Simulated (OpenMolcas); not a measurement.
# F3+: effect of the basis set

```json
{
 "Program": "OpenMolcas 26.06",
 "Method": "CASSCF",
 "Active space": "2 electrons in 3 orbitals (2p)",
 "State averaging": "2S+1 = 3 even, 3 roots; 2S+1 = 1 even, 6 roots",
 "Spin-orbit coupling": "state interaction with AMFI integrals over the reference wave functions, term energies averaged over their components"
}
```

A. ANO-R1 [3s2p1d], X2C, finite nucleus; cost about 1.7 core-seconds
B. ANO-RCC-VTZP [4s3p2d1f], DKH2, point nucleus; cost roughly 1.5 core-seconds
C. ANO-L-VTZP [4s3p2d1f], non-relativistic, point nucleus; cost roughly 2.1 core-seconds
D. ANO-R3 [4s4p2d1f], X2C, finite nucleus; cost of the order of 1.7 core-seconds
E. ANO-R2 [4s4p2d1f], X2C, finite nucleus; cost about 2.3 core-seconds
F. ANO-RCC-VQZP [5s4p3d2f1g], DKH2, point nucleus; cost of the order of 1.9 core-seconds

Energies in cm⁻¹ above 2s² 2p² ³P₀, the measured ground level; measured values from Moore, Atomic Energy Levels, vol. I, NSRDS-NBS 35 (1971 reprint of NBS Circular 467, 1949).

| Level | A | B | C | D | E | F | Measured |
| --- | --- | --- | --- | --- | --- | --- | --- |
| 2s² 2p² ³P₀ | 0.0 | 0.0 | 0.0 | 0.0 | 0.0 | 0.0 | 0.0 |
| 2s² 2p² ³P₁ | 224 | 230 | 228 | 220 | 220 | 222 | 225 |
| 2s² 2p² ³P₂ | 659 | 674 | 669 | 647 | 647 | 653 | 613 |
| 2s² 2p² ¹D₂ | 27963 | 27763 | 27723 | 27831 | 27831 | 27882 | 25241 |
| 2s² 2p² ¹S₀ | 68881 | 68290 | 68199 | 68461 | 68461 | 68610 | 53544 |

Deviations, from unrounded energies. A percentage is the sum of absolute deviations over the sum of measured energies, with the sign that they share, or ± where signs differ.

```tsv
Against measurement	Levels	A	B	C	D	E	F
mean absolute deviation (cm-1)	4	4500	4300	4300	4400	4400	4400
fine structure of the ground term (%)	2	±5.5	+7.8	+7.0	±4.6	±4.6	±5.1
other terms of the ground configuration (%)	2	+22.9	+21.9	+21.8	+22.2	+22.2	+22.5
```

B, C, D, E, F lie about equally close to measurement and A furthest from it. The largest miss of C in the table is 2s² 2p² ¹S₀, by +15000 cm-1. The ranking rests on the paired levels alone, and a cruder setting can come out closer through cancelling errors.

Among A to F the level of the table that moves most is 2s² 2p² ¹S₀, by 680 cm-1 (lowest in C, highest in A).

With the s shell closed, the reference lacks s² → p² mixing. The basis is small and was not contracted for so high a charge (holds for A). Computed and measured levels are paired by configuration, term and J; levels that our copy of the source lacks, or whose pairing is in doubt (as where it misses far off the trend of its configuration), stay unpaired and out of the deviations. Levels of configurations outside the active space are missing.
